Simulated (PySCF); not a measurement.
C3H9In (SMILES [CH3][In]([CH3])[CH3]), singlet, geometry from GFN2-xTB (such geometries of metal compounds can be far from the true shape) (core potentials on In); BHANDHLYP/def2-SVP in PySCF.

Here is a job for PySCF.
```python
from pyscf import gto, scf, dft

mol = gto.M(
    atom='''
In   -0.00027071    0.00058834   -0.00069908
C    -1.54741402   -1.60362658   -0.25516667
H    -1.47645898   -2.03150186   -1.25510468
H    -2.54532539   -1.18425536   -0.13021367
H    -1.39904443   -2.39480853    0.47847392
C    -0.16211960    1.91699700   -1.15548571
H     0.80256149    2.17280153   -1.59247574
H    -0.46352417    2.72452625   -0.48838330
H    -0.90066120    1.82322629   -1.95032013
C     1.71103614   -0.31596421    1.41393740
H     2.33646867    0.57422770    1.46297261
H     2.31750483   -1.15712290    1.07865522
H     1.33272866   -0.54035921    2.41094086
''',
    basis='def2-svp',
    ecp={'In': 'def2-svp'},
    verbose=4,
)

mf = dft.RKS(mol)
mf.xc = 'bhandhlyp'
mf.grids.atom_grid = (99, 590)
mf.grids.prune = None
mf.kernel()
```

It wrote (shortened):

```
PySCF version 2.14.0

[INPUT] verbose = 4
[INPUT] num. atoms = 13
[INPUT] num. electrons = 48
[INPUT] charge = 0
[INPUT] spin (= nelec alpha-beta = 2S) = 0
[INPUT] symmetry False subgroup None
[INPUT] Mole.unit = angstrom
[INPUT] Symbol           X                Y                Z      unit          X                Y                Z       unit  Magmom
[INPUT]  1 In    -0.000270710000   0.000588340000  -0.000699080000 AA   -0.000511567759   0.001111801468  -0.001321069739 Bohr   0.0
[INPUT]  2 C     -1.547414020000  -1.603626580000  -0.255166670000 AA   -2.924188699112  -3.030415042273  -0.482195122417 Bohr   0.0
[INPUT]  3 H     -1.476458980000  -2.031501860000  -1.255104680000 AA   -2.790103106355  -3.838982136945  -2.371804102860 Bohr   0.0
[INPUT]  4 H     -2.545325390000  -1.184255360000  -0.130213670000 AA   -4.809967885002  -2.237918291948  -0.246068173974 Bohr   0.0
[INPUT]  5 H     -1.399044430000  -2.394808530000   0.478473920000 AA   -2.643810808798  -4.525532242472   0.904184666547 Bohr   0.0
[INPUT]  6 C     -0.162119600000   1.916997000000  -1.155485710000 AA   -0.306361643424   3.622599311613  -2.183551532749 Bohr   0.0
[INPUT]  7 H      0.802561490000   2.172801530000  -1.592475740000 AA    1.516621414223   4.105999814736  -3.009343008614 Bohr   0.0
[INPUT]  8 H     -0.463524170000   2.724526250000  -0.488383300000 AA   -0.875933733416   5.148608431688  -0.922910680811 Bohr   0.0
[INPUT]  9 H     -0.900661200000   1.823226290000  -1.950320130000 AA   -1.702002999022   3.445398351207  -3.685570900926 Bohr   0.0
[INPUT] 10 C      1.711036140000  -0.315964210000   1.413937400000 AA    3.233389693833  -0.597085822065   2.671954443280 Bohr   0.0
[INPUT] 11 H      2.336468670000   0.574227700000   1.462972610000 AA    4.415285884927   1.085133086139   2.764617560640 Bohr   0.0
[INPUT] 12 H      2.317504830000  -1.157122900000   1.078655220000 AA    4.379449421057  -2.186645373462   2.038362948632 Bohr   0.0
[INPUT] 13 H      1.332728660000  -0.540359210000   2.410940860000 AA    2.518492165759  -1.021130915786   4.556017927923 Bohr   0.0

nuclear repulsion = 184.736699774817
number of shells = 55
number of NR pGTOs = 196
number of NR cGTOs = 113
basis = def2-svp
ecp = {'In': 'def2-svp'}

******** <class 'pyscf.dft.rks.RKS'> ********
method = RKS
initial guess = minao
damping factor = 0
level_shift factor = 0
DIIS = <class 'pyscf.scf.diis.CDIIS'>
diis_start_cycle = 1
diis_space = 8
diis_damp = 0
SCF conv_tol = 1e-09
SCF conv_tol_grad = None
SCF max_cycles = 50
direct_scf = True
direct_scf_tol = 1e-13
XC library pyscf.dft.libxc version 7.1.2
    S. Lehtola, C. Steigemann, M. J. T. Oliveira, and M. A. L. Marques,  SoftwareX 7, 1–5 (2018)
XC functionals = bhandhlyp
    A. D. Becke,  J. Chem. Phys. 98, 1372 (1993)
    Defined through Gaussian implementation.
radial grids:
    Treutler-Ahlrichs [JCP 102, 346 (1995); DOI:10.1063/1.469408] (M4) radial grids

becke partition: Becke, JCP 88, 2547 (1988); DOI:10.1063/1.454033
pruning grids: None
grids dens level: 3
symmetrized grids: False
atomic radii adjust function: <function treutler_atomic_radii_adjust>
User specified grid scheme (99, 590)
small_rho_cutoff = 0
Set gradient conv threshold to 3.16228e-05
Initial guess from minao.
tot grids = 759336
init E= -287.934866180523
  HOMO = -0.685987046006086  LUMO = -0.517160077254195  gap/eV = 4.59402
cycle= 1 E= -308.777288317858  delta_E= -20.8  |g|= 1.72  |ddm|= 12.4
  HOMO = -0.0959376271985059  LUMO = 0.108508822676717  gap/eV = 5.56327
cycle= 2 E= -309.141156057967  delta_E= -0.364  |g|= 1.52  |ddm|= 5.36
  HOMO = -0.260363035324644  LUMO = 0.0113866013046007  gap/eV = 7.39468
cycle= 3 E= -309.584325831423  delta_E= -0.443  |g|= 0.0699  |ddm|= 1.78
  HOMO = -0.294869096767021  LUMO = -0.0138486464719296  gap/eV = 7.64696
cycle= 4 E= -309.585527566944  delta_E= -0.0012  |g|= 0.0339  |ddm|= 0.143
  HOMO = -0.288438649050647  LUMO = -0.010486210665313  gap/eV = 7.56347
cycle= 5 E= -309.585820501095  delta_E= -0.000293  |g|= 0.00969  |ddm|= 0.0386
  HOMO = -0.289250341356565  LUMO = -0.00986911403766655  gap/eV = 7.60235
cycle= 6 E= -309.585850129329  delta_E= -2.96e-05  |g|= 0.00184  |ddm|= 0.0132
  HOMO = -0.289314747436633  LUMO = -0.00997894963383494  gap/eV = 7.60111
cycle= 7 E= -309.585851384259  delta_E= -1.25e-06  |g|= 0.000187  |ddm|= 0.00318
  HOMO = -0.289338350390915  LUMO = -0.0100075630830805  gap/eV = 7.60098
cycle= 8 E= -309.585851402982  delta_E= -1.87e-08  |g|= 3.01e-05  |ddm|= 0.000663
  HOMO = -0.289343128755441  LUMO = -0.0100065817772048  gap/eV = 7.60113
cycle= 9 E= -309.585851403203  delta_E= -2.2e-10  |g|= 2.25e-05  |ddm|= 6.9e-05
  HOMO = -0.289339140075858  LUMO = -0.0100062165094155  gap/eV = 7.60104
Extra cycle  E= -309.585851403186  delta_E= 1.65e-11  |g|= 2.4e-05  |ddm|= 4.64e-05
converged SCF energy = -309.585851403186
```
